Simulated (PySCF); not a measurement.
An unknown gives this computed stick spectrum. Theory: TDDFT CAM-B3LYP/def2-SVPD, vertical, gas phase, core orbitals frozen in the response (PySCF). Geometries: GFN2-xTB, one conformer each.

```json
{"state": "S1", "E (eV)": "6.75", "f": "0.212"}
{"state": "S2", "E (eV)": "7.19", "f": "0.0080"}
{"state": "S3", "E (eV)": "7.23", "f": "0.053"}
{"state": "S4", "E (eV)": "7.64", "f": "0.047"}
{"state": "S5", "E (eV)": "7.83", "f": "0.023"}
{"state": "S6", "E (eV)": "8.05", "f": "0.048"}
{"state": "S7", "E (eV)": "8.30", "f": "0.015"}
{"state": "S8", "E (eV)": "8.34", "f": "0.017"}
```

Triplets computed (Tamm–Dancoff): 4.26, 6.61, 7.03 eV.

Question: Which structure fits? All have the formula C5H11FSi.
A. `CC(C)[C@@H]1[SiH2][C@H]1F`
B. `F/C(=C(/C)C[SiH3])C`
C. `CC(C)[SiH2]/C=C\F`

Answer: C. Its S1, at 6.75 eV, is the highest among the candidates; the nearest of the others has S1 at 6.18 eV. S1 is HOMO→LUMO (95%). Löwdin shares by element: HOMO carbon 60% or more, silicon 10% (atoms not listed hold the other 30%); LUMO carbon 53% or more, silicon 16%, fluorine 7% (atoms not listed hold the other 25%). At the same level the other candidates give, for their lowest levels:
- `CC(C)[C@@H]1[SiH2][C@H]1F`: 6.18 eV (f 0.148); 6.40 eV (f 0.039); 6.55 eV (f 0.017); 6.77 eV (f 0.008); 7.00 eV (f 0.045); T1 4.77 eV; HOMO -8.17, LUMO 0.86 eV
- `C/C(F)=C(\C)C[SiH3]`: 5.98 eV (f 0.008); 6.68 eV (f 0.444); 6.94 eV (f 0.010); 7.07 eV (f 0.003); 7.13 eV (f 0.017); T1 4.16 eV; HOMO -7.75, LUMO 1.07 eV

Shape of the structure used: `[CH3:1][CH:2]([CH3:3])[SiH2:4]/[CH:5]=[CH:6]\[F:7]`: C1–C2–Si4–C5 -179°, C2–Si4–C5–C6 57°.

Without π bonds the low states are Rydberg-like; a valence basis with one diffuse set may place them up to an eV too high.
